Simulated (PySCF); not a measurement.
Bonds (- single, = double, # triple, : aromatic): C1-O2 1.402 Å, O2-Si3 1.658 Å, Si3-C4 1.842 Å, C4#C5 1.225 Å, C5-Si6 1.836 Å. C1 carries H7, H8, H9; Si3 carries H10, H11; Si6 carries H12, H13, H14.

Geometry: PBE0-D3(BJ)/def2-SVP; GIAO absolute shieldings from PySCF 2.14.0 with density-fitted response routines, gas phase, non-relativistic, averaged over equivalent atoms.

At KT2/pcSseg-1 (156 basis functions, 17 s wall time on 1 thread of an x86-64 server CPU, shared host):
```csv
atoms,σ (ppm)
C4,73.9
C5,81.6
C1,128.9
O2,317.7
Si3,408.8
Si6,460.4
H10/H11,26.21
H12/H13/H14,26.90
H7/H8/H9,27.44
```

Predict the values at KT3/pcSseg-1 on the same geometry.

## Answers


```csv
atoms,σ at KT3/pcSseg-1,change
C4,75.4,+1.5
C5,83.2,+1.6
C1,128.8,-0.1
O2,314.6,-3.1
Si3,416.6,+7.8
Si6,462.2,+1.8
H10/H11,26.57,+0.36
H12/H13/H14,27.20,+0.30
H7/H8/H9,27.63,+0.19
```

The largest change is at Si3 (silicon bonded to C, O, 2 H). Cost: 156 basis functions, 16 s wall time on 1 thread of an x86-64 server CPU, shared host. The order of the carbon signals is the same at both levels.
